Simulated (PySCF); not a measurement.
Cu2I4, multiplicity 3. Atoms are numbered in the order given.

```xyz
6

Cu     0.4555     1.5305     0.0000
Cu    -0.4555    -1.5305     0.0000
I     -1.9649     0.5437     0.0000
I      1.9649    -0.5437     0.0000
I      0.1732     3.9648     0.0000
I     -0.1732    -3.9648     0.0000
```
Charge 0, spin multiplicity 3.

Geometry optimised at B3LYP-D3(BJ)/def2-SVP. The spin state was assumed, not searched. The def2 effective core potentials stand for the cores of I; spin–orbit coupling is left out.

Method: M06-2X/def2-TZVP run with PySCF.

ESP charges are fitted to the potential on shells at 1.4 to 2.0 van der Waals radii. Atomic charges (e):

| atom | Mulliken | Löwdin | ESP fit | Mulliken spin |
|---|---|---|---|---|
| Cu1 | [?] | -0.60 | 0.24 | 0.44 |
| Cu2 | [?] | -0.60 | 0.24 | 0.44 |
| I3 | [?] | 0.40 | -0.10 | 0.20 |
| I4 | [?] | 0.40 | -0.10 | 0.20 |
| I5 | [?] | 0.21 | -0.15 | 0.36 |
| I6 | [?] | 0.21 | -0.15 | 0.36 |

Task: Some entries are withheld; supply them. (An estimate is asked for; the answer gives what the named calculation found.)

Result: 
- Cu1, Mulliken: 0.34
- Cu2, Mulliken: 0.34
- I3, Mulliken: -0.18
- I4, Mulliken: -0.18
- I5, Mulliken: -0.16
- I6, Mulliken: -0.16
